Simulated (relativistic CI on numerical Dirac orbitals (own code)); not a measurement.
## One change at a time: Sn⁴⁰⁺

Base calculation: Dirac-Coulomb-Breit CI, separate exchange-only KLI orbitals for each configuration, a model potential for QED, unscaled Slater integrals.

Configurations in the expansion (outside the closed core 1s2): 2s²2p⁶, 2s²2p⁵3s, 2s²2p⁵3p, 2s²2p⁵3d, 2s2p⁶3s, 2s2p⁶3p, 2s2p⁶3d, 2s²2p⁵4s, 2s²2p⁵4p, 2s²2p⁵4d, 2s²2p⁵4f, 2s2p⁶4s, 2s2p⁶4p, 2s²2p⁴3s², 2s2p⁶4d, 2s2p⁶4f. Levels of other configurations are missing.

Variants: (1) P86 correlation estimate; (2) configuration mixing switched off; (3) non-relativistic limit. Shifts of the energy above 2s²2p⁶ ¹S0, in eV, for the lowest level and the first level of each name with at least 55 % of one term (blank where a level changes its place among those of its configuration and J or its character, or is not in the variant):

```tsv
Level	Base	Δ(1)	Δ(2)	Δ(3)
2s²2p⁶ ¹S0	0.00	0.00	0.00	0.00
2s²2p⁵3s ³P°2	3543.06	+1.59	+0.31	+71.79
2s²2p⁵3s ¹P°1	3548.12	+1.59	+0.39	
2s²2p⁵3p ³D3	3687.86	+1.73	+0.11	+2.62
2s²2p⁵3p ¹P1	3687.91	+1.73	+0.58	
2s²2p⁵3p ³P2	3695.38	+1.73	0.00	
2s²2p⁵3s ³P°0	3779.56	+1.56	+1.39	-164.71
2s²2p⁵3s ³P°1	3782.04	+1.58	+1.23	
2s²2p⁵3d ³P°0	3785.72	+1.39	-0.30	-1.82
2s²2p⁵3d ³P°1	3790.09	+1.36	+0.14	-6.18
2s²2p⁵3d ³F°3	3793.76	+1.35	-0.01	-3.02
2s²2p⁵3d ³D°2	3797.24	+1.35	+0.03	
2s²2p⁵3d ³F°4	3804.26	+1.35	0.00	-13.52
2s²2p⁵3d ¹D°2	3808.13	+1.35	+0.10
```

At this charge energies of transitions that change n are usually good to better than 1 %, and those within a shell (Δn = 0) to a few per cent.

Ionisation energy from the two ground configurations alone: base 6412.39 eV; P86 correlation estimate 6414.43 eV. The NIST ASD value (semi-empirical) is 6421 eV.

LS names give the leading component of a level, which can be under half, so a name can repeat, a term be missing and a line seem to break the LS rules.
